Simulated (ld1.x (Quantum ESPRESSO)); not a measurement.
Pseudopotential generation for cobalt (Co): TM, PBE, scalar-relativistic.

The input file (ld1.x (Quantum ESPRESSO) 7.5):

```
&input
   title='Co', zed=27., rel=1, dft='PBE', iswitch=3,
   config='[Ar] 3d7 4s0 4p0',
   nld=3, rlderiv=1.55, eminld=-11.0, emaxld=5.0, deld=0.04
 /
 &inputp
   pseudotype=2, tm=.true., lloc=1,
   nlcc=.false.,
   file_pseudopw='Co.UPF', file_wfcaegen='ae.wfc', file_wfcncgen='nc.wfc', file_beta='beta', file_chi='chi'
 /
3
3S  1  0   2.00   0.00  1.30  1.30  0.0
3D  3  2   7.00   0.00  1.40  1.40  0.0
3P  2  1   6.00   0.00  1.15  1.15  0.0
 &test
   configts(1)='3s2 3p6 3d7 4s0 4p0'
 /
```

Command:

```bash
ld1.x < Co.in > Co.out
```

Output (shortened: banner, matrices, multipoles, cross overlaps and the repeated all-electron block are left out):

```
Program LD1 v.7.5
     --------------------------- All-electron run ----------------------------

     Co
     scalar relativistic calculation

     atomic number is 27.00
     dft =PBE   lsd =0 sic =0 latt =0  beta=0.20 tr2=1.0E-14
     Exchange-correlation= PBE
                           (   1   4   3   4   0   0   0)
     mesh =1193 r(mesh) =  99.89935 a.u. xmin = -7.00 dx = 0.01250
     1 Ry =  13.60569312 eV, c = 137.03599908

     n l     nl                  e(Ry)          e(Ha)          e(eV)
     1 0     1S 1( 2.00)      -559.4993      -279.7496     -7612.3754
     2 0     2S 1( 2.00)       -67.4564       -33.7282      -917.7911
     2 1     2P 1( 6.00)       -57.9735       -28.9867      -788.7695
     3 0     3S 1( 2.00)        -8.9286        -4.4643      -121.4802
     3 1     3P 1( 6.00)        -6.2277        -3.1138       -84.7321
     3 2     3D 1( 7.00)        -1.9892        -0.9946       -27.0639
     4 0     4S 1( 0.00)        -1.5387        -0.7693       -20.9350
     4 1     4P 1( 0.00)        -1.0784        -0.5392       -14.6725

     final scf error:  3.8E-15 reached in  30 iterations

     Etot =   -2784.397424 Ry,   -1392.198712 Ha,  -37883.656885 eV

     Ekin =    2820.406555 Ry,    1410.203278 Ha,   38373.586070 eV
     Encl =   -6635.590034 Ry,   -3317.795017 Ha,  -90281.801688 eV
     Eh   =    1148.620676 Ry,     574.310338 Ha,   15627.780431 eV
     Exc  =    -117.834621 Ry,     -58.917311 Ha,   -1603.221697 eV

     normalization and overlap integrals

     s(1S/1S) =  1.000000  <r> =   0.0562  <r2> =    0.0042  r(max) =   0.0366
     s(2S/2S) =  1.000000  <r> =   0.2554  <r2> =    0.0770  r(max) =   0.2131
     s(2P/2P) =  1.000000  <r> =   0.2249  <r2> =    0.0621  r(max) =   0.1723
     s(3S/3S) =  1.000000  <r> =   0.7743  <r2> =    0.6924  r(max) =   0.6731
     s(3P/3P) =  1.000000  <r> =   0.8164  <r2> =    0.7864  r(max) =   0.6816
     s(3D/3D) =  1.000000  <r> =   1.0215  <r2> =    1.3599  r(max) =   0.6648
     s(4S/4S) =  1.000000  <r> =   2.4230  <r2> =    6.6619  r(max) =   2.0994
     s(4P/4P) =  1.000000  <r> =   2.9038  <r2> =    9.6026  r(max) =   2.5009

     ------------------------ End of All-electron run ------------------------

     --------------------- Generating NC pseudopotential ---------------------

      Generating local pot.: lloc=1, matching radius rcloc =   1.1500

      Wfc   3S  rcut= 1.289  Using Troullier-Martins method

      Wfc   3D  rcut= 1.390  Using Troullier-Martins method

     ------------------- End of pseudopotential generation -------------------

     Computing logarithmic derivative in   1.54563
     Computing logarithmic derivative in   1.54563
     Computing the partial wave expansion
     R is outside the sphere for l=    0 j= 0.00
       no projector for channel:   1
     R is outside the sphere for l=    2 j= 0.00

     ---------------------- Testing the pseudopotential ----------------------

     Co
     scalar relativistic calculation

     atomic number is 27.00   valence charge is 17.00
     dft =PBE   lsd =0 sic =0 latt =0  beta=0.20 tr2=1.0E-14
     mesh =1193 r(mesh) =  99.89935 xmin = -7.00 dx = 0.01250

     n l     nl             e AE (Ry)        e PS (Ry)    De AE-PS (Ry)
     1 0     3S   1( 2.00)       -8.92863       -8.92863       -0.00001
     2 1     3P   1( 6.00)       -6.22769       -6.22772        0.00003
     3 2     3D   1( 7.00)       -1.98916       -1.98917        0.00001
     2 0     4S   1( 0.00)       -1.53869       -1.59603        0.05734  !
     3 1     4P   1( 0.00)       -1.07841       -1.08236        0.00395

     eps = 3.9E-15  iter = 22

     Etot =   -2784.397424 Ry,   -1392.198712 Ha,  -37883.656885 eV
     Etotps =  -286.217948 Ry,    -143.108974 Ha,   -3894.193567 eV

     Ekin =     149.609302 Ry,      74.804651 Ha,    2035.538246 eV
     Encl =    -618.032011 Ry,    -309.016006 Ha,   -8408.753882 eV
     Ehrt =     225.619034 Ry,     112.809517 Ha,    3069.703344 eV
     Ecxc =     -28.264075 Ry,     -14.132037 Ha,    -384.552328 eV
     Epseu=     -15.150198 Ry,      -7.575099 Ha,    -206.128948 eV

     ---------------------- End of pseudopotential test ----------------------
```

Generation and configuration tests took about 3 s on one core of a shared server CPU.

Transferability test of the new file with ld1.x, input:

```
&input
   title='Co', zed=27., rel=1, dft='PBE', iswitch=2,
   config='[Ar] 3d7 4s0 4p0'
 /
 &test
   file_pseudo='Co.UPF', nconf=8,
   configts(1)='3s2 3p6 3d7 4s0 4p0',
   configts(2)='3s2 3p6 3d7 4s2 4p0',
   configts(3)='3s2 3p6 3d7 4s1 4p0',
   configts(4)='3s2 3p6 3d6 4s0 4p0',
   configts(5)='3s2 3p6 3d7 4s0 4p2',
   configts(6)='3s2 3p6 3d6 4s2 4p0',
   configts(7)='3s2 3p6 3d5 4s0 4p0',
   configts(8)='3s2 3p6 3d7 4s1 4p1'
 /
```

```bash
ld1.x < Co.test.in > Co.test.out
```

Pseudopotential blocks of its output, shortened (energy terms left out):

```
     ---------------------- Testing the pseudopotential ----------------------

     n l     nl             e AE (Ry)        e PS (Ry)    De AE-PS (Ry)
     1 0     3S   1( 2.00)       -8.92863       -8.92863       -0.00001
     2 1     3P   1( 6.00)       -6.22769       -6.22772        0.00003
     3 2     3D   1( 7.00)       -1.98916       -1.98917        0.00001
     2 0     4S   1( 0.00)       -1.53869       -1.59603        0.05734  !
     3 1     4P   1( 0.00)       -1.07841       -1.08236        0.00395

     eps = 3.0E-15  iter = 22

     Etot =   -2784.397424 Ry,   -1392.198712 Ha,  -37883.656885 eV
     Etotps =  -286.217948 Ry,    -143.108974 Ha,   -3894.193570 eV

     ---------------------- End of pseudopotential test ----------------------

          ---------------------- Testing the pseudopotential ----------------------

     n l     nl             e AE (Ry)        e PS (Ry)    De AE-PS (Ry)
     1 0     3S   1( 2.00)       -7.52658       -7.48190       -0.04469  !
     2 1     3P   1( 6.00)       -4.82419       -4.78001       -0.04418  !
     3 2     3D   1( 7.00)       -0.60298       -0.56240       -0.04058  !
     2 0     4S   1( 2.00)       -0.40202       -0.41767        0.01566  !
     3 1     4P   1( 0.00)       -0.09383       -0.08360       -0.01024  !

     eps = 8.5E-15  iter = 22

     Etot =   -2786.294851 Ry,   -1393.147426 Ha,  -37909.472698 eV
     Etotps =  -288.184591 Ry,    -144.092296 Ha,   -3920.951114 eV
     dEtot_ae =      -1.897427 Ry
     dEtot_ps =      -1.966643 Ry,   Delta E=       0.069216 Ry

     ---------------------- End of pseudopotential test ----------------------

          ---------------------- Testing the pseudopotential ----------------------

     n l     nl             e AE (Ry)        e PS (Ry)    De AE-PS (Ry)
     1 0     3S   1( 2.00)       -8.17488       -8.14820       -0.02668  !
     2 1     3P   1( 6.00)       -5.47350       -5.44725       -0.02625  !
     3 2     3D   1( 7.00)       -1.24646       -1.22260       -0.02386  !
     2 0     4S   1( 1.00)       -0.93803       -0.97162        0.03359  !
     3 1     4P   1( 0.00)       -0.54886       -0.54273       -0.00614  !

     eps = 2.8E-16  iter = 19

     Etot =   -2785.631149 Ry,   -1392.815574 Ha,  -37900.442564 eV
     Etotps =  -287.496600 Ry,    -143.748300 Ha,   -3911.590507 eV
     dEtot_ae =      -1.233725 Ry
     dEtot_ps =      -1.278651 Ry,   Delta E=       0.044927 Ry

     ---------------------- End of pseudopotential test ----------------------

          ---------------------- Testing the pseudopotential ----------------------

     n l     nl             e AE (Ry)        e PS (Ry)    De AE-PS (Ry)
     1 0     3S   1( 2.00)      -10.34477      -10.34940        0.00463
     2 1     3P   1( 6.00)       -7.62638       -7.62873        0.00235
     3 2     3D   1( 6.00)       -3.31966       -3.31576       -0.00390
     2 0     4S   1( 0.00)       -2.38146       -2.47430        0.09285  !
     3 1     4P   1( 0.00)       -1.82341       -1.83196        0.00854  !

     eps = 1.7E-15  iter = 18

     Etot =   -2781.761040 Ry,   -1390.880520 Ha,  -37847.787048 eV
     Etotps =  -283.582745 Ry,    -141.791373 Ha,   -3858.339805 eV
     dEtot_ae =       2.636384 Ry
     dEtot_ps =       2.635203 Ry,   Delta E=       0.001181 Ry

     ---------------------- End of pseudopotential test ----------------------

          ---------------------- Testing the pseudopotential ----------------------

     n l     nl             e AE (Ry)        e PS (Ry)    De AE-PS (Ry)
     1 0     3S   1( 2.00)       -7.78104       -7.77697       -0.00407
     2 1     3P   1( 6.00)       -5.07925       -5.07548       -0.00377
     3 2     3D   1( 7.00)       -0.84920       -0.84490       -0.00429
     2 0     4S   1( 0.00)       -0.55385       -0.59296        0.03912  !
     3 1     4P   1( 2.00)       -0.20516       -0.20546        0.00030

     eps = 2.1E-15  iter = 21

     Etot =   -2785.634942 Ry,   -1392.817471 Ha,  -37900.494175 eV
     Etotps =  -287.459192 Ry,    -143.729596 Ha,   -3911.081553 eV
     dEtot_ae =      -1.237518 Ry
     dEtot_ps =      -1.241244 Ry,   Delta E=       0.003726 Ry

     ---------------------- End of pseudopotential test ----------------------

          ---------------------- Testing the pseudopotential ----------------------

     n l     nl             e AE (Ry)        e PS (Ry)    De AE-PS (Ry)
     1 0     3S   1( 2.00)       -8.67294       -8.60625       -0.06668  !
     2 1     3P   1( 6.00)       -5.95660       -5.89014       -0.06645  !
     3 2     3D   1( 6.00)       -1.67487       -1.60969       -0.06518  !
     2 0     4S   1( 2.00)       -1.06776       -1.10085        0.03309  !
     3 1     4P   1( 0.00)       -0.63474       -0.61890       -0.01584  !

     eps = 2.3E-15  iter = 21

     Etot =   -2785.179005 Ry,   -1392.589502 Ha,  -37894.290832 eV
     Etotps =  -287.120488 Ry,    -143.560244 Ha,   -3906.473245 eV
     dEtot_ae =      -0.781581 Ry
     dEtot_ps =      -0.902539 Ry,   Delta E=       0.120959 Ry

     ---------------------- End of pseudopotential test ----------------------

          ---------------------- Testing the pseudopotential ----------------------

     n l     nl             e AE (Ry)        e PS (Ry)    De AE-PS (Ry)
     1 0     3S   1( 2.00)      -11.95396      -11.96025        0.00629  !
     2 1     3P   1( 6.00)       -9.21411       -9.21324       -0.00086
     3 2     3D   1( 5.00)       -4.84765       -4.82808       -0.01957  !
     2 0     4S   1( 0.00)       -3.32737       -3.47192        0.14455  !
     3 1     4P   1( 0.00)       -2.68132       -2.69636        0.01504  !

     eps = 3.1E-15  iter = 22

     Etot =   -2777.692752 Ry,   -1388.846376 Ha,  -37792.435173 eV
     Etotps =  -279.524669 Ry,    -139.762335 Ha,   -3803.126871 eV
     dEtot_ae =       6.704672 Ry
     dEtot_ps =       6.693279 Ry,   Delta E=       0.011393 Ry

     ---------------------- End of pseudopotential test ----------------------

          ---------------------- Testing the pseudopotential ----------------------

     n l     nl             e AE (Ry)        e PS (Ry)    De AE-PS (Ry)
     1 0     3S   1( 2.00)       -7.66333       -7.63962       -0.02371  !
     2 1     3P   1( 6.00)       -4.96132       -4.93802       -0.02330  !
     3 2     3D   1( 7.00)       -0.73593       -0.71443       -0.02150  !
     2 0     4S   1( 1.00)       -0.48673       -0.51572        0.02899  !
     3 1     4P   1( 1.00)       -0.15575       -0.15174       -0.00401

     eps = 9.7E-15  iter = 16

     Etot =   -2785.975082 Ry,   -1392.987541 Ha,  -37905.122020 eV
     Etotps =  -287.835342 Ry,    -143.917671 Ha,   -3916.199336 eV
     dEtot_ae =      -1.577658 Ry
     dEtot_ps =      -1.617394 Ry,   Delta E=       0.039736 Ry

     ---------------------- End of pseudopotential test ----------------------
```
